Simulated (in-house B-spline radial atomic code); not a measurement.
# One electron outside the [Ar] 3d10 core: the promethium ion Pm³²⁺

Computed with a B-spline radial code for spherical atoms, no-pair Dirac-Coulomb Hamiltonian, finite nucleus. Rungs: frozen-core Dirac-Hartree-Fock (DHF); Brueckner orbitals from the second-order correlation potential; the same with the Coulomb interaction screened by the core and the hole-particle interaction summed; Breit and QED terms from differences of relaxed Dirac-Fock atoms, where computed. Partial waves beyond l = 6 are extrapolated. The tables show a selection of states; those near core-excited levels, with erratic corrections or far from their DHF start are never shown.

Command:
```bash
python run_mb.py task.json out
```
Settings (nuclear radius in fm, box in bohr, cutoff in hartree):
```
basis_form          2
Z                   61
core_configuration  [Ar] 3d10
rms_radius          4.962
mass_number         145
speed_of_light      137.036
box_radius          6.4
lmax                6
intervals           60
virtual_cutoff      7442.0
```

Cost of the run: 2.1 min on 1 thread of Intel(R) Xeon(R) Platinum 8259CL CPU @ 2.50GHz, on a shared host.

Removal energies (eV):

```
state      DHF  second order  screened  Breit + QED    final
4s1/2  1308.48       1310.28   1310.18        -1.37  1308.81
4p1/2  1240.56       1242.42   1242.32        -1.23  1241.09
4p3/2   1204.3       1205.99    1205.9       -0.815  1205.08
4d3/2  1095.52             ?         ?            ?        ?
4d5/2  1087.92        1089.7   1089.61       -0.305  1089.31
4f5/2  971.716       973.427   973.372            -        -
4f7/2  970.197       971.863   971.811            -        -
5s1/2  773.516             ?         ?            ?        ?
5p1/2  741.188       742.119   742.047       -0.558  741.489
5p3/2  724.522       725.392   725.327       -0.372  724.955
5d3/2  673.607       674.525   674.459       -0.233  674.226
5d5/2  669.979       670.865   670.802       -0.139  670.662
5f5/2   618.98       619.696   619.659            -        -
5f7/2  618.055       618.754   618.718            -        -
```

**Question.** What does correlation do to 4d3/2?

**Answer.** It adds 1.846 eV to the removal energy in second order and 1.755 eV with screening; Breit and QED add -0.492 eV, for a final 1096.79 eV.

**Question.** What does correlation do to 5s1/2?

**Answer.** It adds 0.8952 eV to the removal energy in second order and 0.8256 eV with screening; Breit and QED add -0.614 eV, for a final 773.727 eV.

**Question.** How does the lowest state compare with the NIST ionisation energy?

**Answer.** 4s1/2 is bound by 1308.8 eV, without recoil; NIST lists 1308.7 ± 0.6 eV (semi-empirical), a difference of +0.11 eV.

Electric-dipole lines from 4s1/2 (reduced matrix elements in atomic units, length form, static core polarisation, sign of DHF taken positive):

| upper | DHF | + core polarisation | + Brueckner | λ (nm) | A (s⁻¹) |
| --- | --- | --- | --- | --- | --- |
| 4p1/2 | 0.4249 | 0.4091 | 0.4086 | 18.31 | 2.76e+10 |
| 4p3/2 | 0.6095 | 0.5874 | 0.5867 | 11.954 | 1.02e+11 |

Magnetic hyperfine constants per unit nuclear g factor (MHz, nucleus as a uniformly magnetised ball; they apply to isotopes with nuclear spin):

| state | DHF | + core polarisation | + Brueckner |
| --- | --- | --- | --- |
| 4s1/2 | 616000 | 641500 | 645300 |
| 4p1/2 | 190500 | 199000 | 200200 |
| 4p3/2 | 26590 | 27300 | 27480 |
| 5s1/2 | 279300 | 289500 | 290500 |
| 5p1/2 | 87600 | 91050 | 91400 |
| 5p3/2 | 12360 | 12540 | 12590 |
